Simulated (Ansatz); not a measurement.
Frontier orbitals of C3H4F4 (`FCCC(F)(F)F`).

Cartesian coordinates in Å:
```
F -2.331 0.130 -0.680
C -1.054 0.592 -0.435
C -0.215 -0.561 0.072
C 1.201 -0.156 0.373
F 1.919 -1.193 0.816
F 1.825 0.326 -0.712
F 1.258 0.798 1.314
H -0.654 0.996 -1.368
H -1.119 1.393 0.305
H -0.182 -1.358 -0.673
H -0.648 -0.967 0.988
```

The species carries charge 0 and has multiplicity 1. Geometry: relaxed with PBE0-D4/def2-TZVP. It is one conformer, not always the lowest. Basis def2-TZVPP, Ansatz 0.2.0.

Orbital energies of one run (eV). Highest occupied ones, from the top: -8.64, -8.80, -9.86, -10.27, -10.32, -10.74, -11.16, -11.72, -11.86, -12.03, -12.84, -13.27, -14.42, -15.38. Empty: 1.15, 1.37, 2.12, 2.37, 2.74, 2.82.

Which functional gave them?
A. r2SCANh
B. B3LYP
C. revPBE
D. r2SCAN

D. HOMO energies: r2SCAN -8.64, r2SCANh -9.31, B3LYP -9.80, revPBE -8.16 eV.

B3LYP here is the variant with VWN-RPA as its local correlation; programs differ in this.
